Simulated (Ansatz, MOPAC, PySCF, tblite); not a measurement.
Bond stretch in Cl₂ (anion, charge -1), doublet.

Methods: PM7, unrestricted, heats of formation (MOPAC); UKS-LDA (SVWN5)/6-31G* = unrestricted LDA (SVWN5)/6-31G*, spherical d in PySCF; GFN2-xTB, 300 K electronic temperature (tblite); UKS-PBE0 = unrestricted PBE0/aug-cc-pVTZ run with Ansatz (an electronic-structure program).

Energies relative to the lowest point of each curve near equilibrium, in kcal/mol; the last columns give the difference from UKS-PBE0:

```json
[
 {"R / Å": "1.96", "PM7": "14.8", "UKS-LDA (SVWN5)/6-31G*": "50.9", "GFN2-xTB": "43.4", "UKS-PBE0": "45.1", "PM7 − UKS-PBE0": "-30.3", "UKS-LDA (SVWN5)/6-31G* − UKS-PBE0": "5.8", "GFN2-xTB − UKS-PBE0": "-1.7"},
 {"R / Å": "2.11", "PM7": "3.0", "UKS-LDA (SVWN5)/6-31G*": "24.7", "GFN2-xTB": "20.7", "UKS-PBE0": "22.2", "PM7 − UKS-PBE0": "-19.3", "UKS-LDA (SVWN5)/6-31G* − UKS-PBE0": "2.5", "GFN2-xTB − UKS-PBE0": "-1.6"},
 {"R / Å": "2.27", "PM7": "0.0", "UKS-LDA (SVWN5)/6-31G*": "9.6", "GFN2-xTB": "6.9", "UKS-PBE0": "8.5", "PM7 − UKS-PBE0": "-8.5", "UKS-LDA (SVWN5)/6-31G* − UKS-PBE0": "1.1", "GFN2-xTB − UKS-PBE0": "-1.6"},
 {"R / Å": "2.37", "PM7": "0.8", "UKS-LDA (SVWN5)/6-31G*": "4.5", "GFN2-xTB": "2.6", "UKS-PBE0": "3.8", "PM7 − UKS-PBE0": "-3.0", "UKS-LDA (SVWN5)/6-31G* − UKS-PBE0": "0.7", "GFN2-xTB − UKS-PBE0": "-1.3"},
 {"R / Å": "2.45", "PM7": "2.3", "UKS-LDA (SVWN5)/6-31G*": "2.0", "GFN2-xTB": "0.8", "UKS-PBE0": "1.6", "PM7 − UKS-PBE0": "0.7", "UKS-LDA (SVWN5)/6-31G* − UKS-PBE0": "0.4", "GFN2-xTB − UKS-PBE0": "-0.9"},
 {"R / Å": "2.59", "PM7": "5.7", "UKS-LDA (SVWN5)/6-31G*": "0.1", "GFN2-xTB": "0.0", "UKS-PBE0": "0.1", "PM7 − UKS-PBE0": "5.6", "UKS-LDA (SVWN5)/6-31G* − UKS-PBE0": "0.1", "GFN2-xTB − UKS-PBE0": "-0.1"},
 {"R / Å": "2.64", "PM7": "7.0", "UKS-LDA (SVWN5)/6-31G*": "0.0", "GFN2-xTB": "0.2", "UKS-PBE0": "0.0", "PM7 − UKS-PBE0": "7.0", "UKS-LDA (SVWN5)/6-31G* − UKS-PBE0": "0.0", "GFN2-xTB − UKS-PBE0": "0.2"},
 {"R / Å": "2.67", "PM7": "7.8", "UKS-LDA (SVWN5)/6-31G*": "0.0", "GFN2-xTB": "0.4", "UKS-PBE0": "0.1", "PM7 − UKS-PBE0": "7.8", "UKS-LDA (SVWN5)/6-31G* − UKS-PBE0": "0.0", "GFN2-xTB − UKS-PBE0": "0.3"},
 {"R / Å": "2.75", "PM7": "9.9", "UKS-LDA (SVWN5)/6-31G*": "0.3", "GFN2-xTB": "1.0", "UKS-PBE0": "0.5", "PM7 − UKS-PBE0": "9.5", "UKS-LDA (SVWN5)/6-31G* − UKS-PBE0": "-0.1", "GFN2-xTB − UKS-PBE0": "0.6"},
 {"R / Å": "2.90", "PM7": "13.6", "UKS-LDA (SVWN5)/6-31G*": "1.6", "GFN2-xTB": "2.6", "UKS-PBE0": "1.9", "PM7 − UKS-PBE0": "11.7", "UKS-LDA (SVWN5)/6-31G* − UKS-PBE0": "-0.3", "GFN2-xTB − UKS-PBE0": "0.7"},
 {"R / Å": "3.03", "PM7": "16.4", "UKS-LDA (SVWN5)/6-31G*": "3.1", "GFN2-xTB": "3.9", "UKS-PBE0": "3.5", "PM7 − UKS-PBE0": "13.0", "UKS-LDA (SVWN5)/6-31G* − UKS-PBE0": "-0.4", "GFN2-xTB − UKS-PBE0": "0.5"},
 {"R / Å": "3.32", "PM7": "21.2", "UKS-LDA (SVWN5)/6-31G*": "6.5", "GFN2-xTB": "6.0", "UKS-PBE0": "7.1", "PM7 − UKS-PBE0": "14.2", "UKS-LDA (SVWN5)/6-31G* − UKS-PBE0": "-0.5", "GFN2-xTB − UKS-PBE0": "-1.1"},
 {"R / Å": "3.58", "PM7": "24.1", "UKS-LDA (SVWN5)/6-31G*": "9.0", "GFN2-xTB": "6.5", "UKS-PBE0": "9.7", "PM7 − UKS-PBE0": "14.4", "UKS-LDA (SVWN5)/6-31G* − UKS-PBE0": "-0.7", "GFN2-xTB − UKS-PBE0": "-3.2"},
 {"R / Å": "4.00", "PM7": "26.6", "UKS-LDA (SVWN5)/6-31G*": "11.4", "GFN2-xTB": "5.7", "UKS-PBE0": "12.5", "PM7 − UKS-PBE0": "14.0", "UKS-LDA (SVWN5)/6-31G* − UKS-PBE0": "-1.1", "GFN2-xTB − UKS-PBE0": "-6.8"},
 {"R / Å": "4.35", "PM7": "27.6", "UKS-LDA (SVWN5)/6-31G*": "12.3", "GFN2-xTB": "4.7", "UKS-PBE0": "13.8", "PM7 − UKS-PBE0": "13.8", "UKS-LDA (SVWN5)/6-31G* − UKS-PBE0": "-1.4", "GFN2-xTB − UKS-PBE0": "-9.0"},
 {"R / Å": "4.82", "PM7": "28.3", "UKS-LDA (SVWN5)/6-31G*": "12.5", "GFN2-xTB": "3.4", "UKS-PBE0": "14.4", "PM7 − UKS-PBE0": "13.9", "UKS-LDA (SVWN5)/6-31G* − UKS-PBE0": "-1.9", "GFN2-xTB − UKS-PBE0": "-11.0"},
 {"R / Å": "5.26", "PM7": "28.8", "UKS-LDA (SVWN5)/6-31G*": "12.1", "GFN2-xTB": "2.3", "UKS-PBE0": "14.4", "PM7 − UKS-PBE0": "14.3", "UKS-LDA (SVWN5)/6-31G* − UKS-PBE0": "-2.4", "GFN2-xTB − UKS-PBE0": "-12.1"},
 {"R / Å": "5.77", "PM7": "29.1", "UKS-LDA (SVWN5)/6-31G*": "11.3", "GFN2-xTB": "1.2", "UKS-PBE0": "14.1", "PM7 − UKS-PBE0": "14.9", "UKS-LDA (SVWN5)/6-31G* − UKS-PBE0": "-2.9", "GFN2-xTB − UKS-PBE0": "-12.9"},
 {"R / Å": "6.38", "PM7": "29.2", "UKS-LDA (SVWN5)/6-31G*": "10.2", "GFN2-xTB": "0.1", "UKS-PBE0": "13.6", "PM7 − UKS-PBE0": "15.6", "UKS-LDA (SVWN5)/6-31G* − UKS-PBE0": "-3.4", "GFN2-xTB − UKS-PBE0": "-13.5"},
 {"R / Å": "7.05", "PM7": "29.3", "UKS-LDA (SVWN5)/6-31G*": "9.1", "GFN2-xTB": "-1.0", "UKS-PBE0": "12.9", "PM7 − UKS-PBE0": "16.3", "UKS-LDA (SVWN5)/6-31G* − UKS-PBE0": "-3.8", "GFN2-xTB − UKS-PBE0": "-14.0"},
 {"R / Å": "7.88", "PM7": "29.2", "UKS-LDA (SVWN5)/6-31G*": "7.9", "GFN2-xTB": "-2.1", "UKS-PBE0": "12.2", "PM7 − UKS-PBE0": "17.0", "UKS-LDA (SVWN5)/6-31G* − UKS-PBE0": "-4.2", "GFN2-xTB − UKS-PBE0": "-14.3"}
]
```

PM7 is furthest from UKS-PBE0 at 1.96 (-30.3 kcal/mol, below); its mean absolute difference over the points is 12.6 kcal/mol.

UKS-LDA (SVWN5)/6-31G* is furthest from UKS-PBE0 at 1.96 (5.8 kcal/mol, above); its mean absolute difference over the points is 1.6 kcal/mol.

GFN2-xTB is furthest from UKS-PBE0 at 7.88 (-14.3 kcal/mol, below); its mean absolute difference over the points is 5.1 kcal/mol.

Where the anion isn't bound against loss of the electron, the finite basis alone holds it.
